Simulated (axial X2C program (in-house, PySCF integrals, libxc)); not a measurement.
**Nuclear properties of TlF⁻**

Calculated with an in-house all-electron X2C program for linear molecules (integrals from PySCF): two-component X2C with atomic mean-field Coulomb and Gaunt terms, Gaussian nuclei, basis Tl dyall-acv3z, F dyall-av3z with contracted cores.

R = 2.201 Å (near the PBE0 minimum at charge -1 of the determinant lowest at the starting distance; the state shown can have its own minimum elsewhere).

Input and command:
```json
{"zs": [81, 9], "q": -1, "bas": ["dyall-acv3z", "dyall-av3z"], "r0": 2.08, "levels": ["PBE0", "HF", "B3LYP", "LDA", "BP86"], "nst": 3}
```
```bash
python soeom.py task.json out
```

Keys: zs atomic numbers; q charge; bas basis sets; r0 starting distance in Å; levels methods; nst determinants followed.

Determinant lowest in the PBE0 search, Ω = 1/2 (⟨Sz⟩ = -0.48, ⟨Lz⟩ = 0.98 at PBE0), spin on the atoms Tl -0.49, F 0.00:

```
level  Eeff magnitude (GV/cm)  Ws magnitude Tl (kHz)  A∥/gI Tl (MHz)  qzz Tl (a.u.)  A∥/gI F (MHz)  qzz F (a.u.)
 PBE0                    9.86                   21.9            4180          -2.44           43.8          0.66
   HF                    7.96                   17.9            5170          -2.45           27.9          0.56
B3LYP                    11.7                   26.1            3660          -2.42           43.6          0.63
  LDA                    10.7                   23.8            3820          -2.47           54.9          0.67
 BP86                    8.86                   19.6            3760          -2.69           48.8          0.66
```

Determinant 0.33 eV from it at PBE0 and this distance, Ω = 3/2 (⟨Sz⟩ = 0.50, ⟨Lz⟩ = 1.00 at PBE0), spin on the atoms Tl 0.50, F 0.00:

```tsv
level	Eeff magnitude (GV/cm)	Ws magnitude Tl (kHz)	A∥/gI Tl (MHz)	qzz Tl (a.u.)	A∥/gI F (MHz)	qzz F (a.u.)
PBE0	3.44	2.85	-169	-4.94	6.34	0.69
HF	11	8.73	-484	-5.55	4.65	0.60
B3LYP	2.27	1.97	-23.6	-4.69	7.32	0.66
LDA	1.78	1.54	-47.6	-4.61	8.35	0.69
BP86	2.44	2.05	-105	-4.77	7.65	0.68
```

Eeff is the effective electric field on the electron electric dipole moment in this Ω state and Ws the scalar–pseudoscalar constant of the nucleus named (defined with the proton number Z and per Ω); A∥ (defined per Ω) follows by multiplying with gI = μI/(I μN); qzz is the electric field gradient, eQq0 = 234.96 MHz × Q/barn × qzz. The operators were transformed with the bare-nucleus X2C matrices; with these basis sets, hyperfine constants and field gradients can be off by tens of per cent, and where levels differ in sign neither size nor sign is settled.

(1) With gI(205Tl) = 3.2764, gI(19F) = 5.2577 (g factors from the IAEA table of nuclear moments by Stone), turn the PBE0 values of the first state into constants in MHz.

Each state is one determinant with collinear spin. Unrestricted Hartree–Fock can overshoot spin polarisation at the nuclei. For an anion, determinants above electron detachment, or with a positive highest level, are held by the basis set. Where Eeff spreads by more than a factor of two the levels disagree and none is to be relied on. The search compared states at one distance, so a state with another bond length can lie lower. Further determinants of the search, some of them spin-mixed, are not shown. PBE0 term energies can be off by some tenths of an eV.

Results:

(1) A∥(205Tl) = 4180 × 3.2764 = 13700 MHz; A∥(19F) = 43.8 × 5.2577 = 230 MHz.
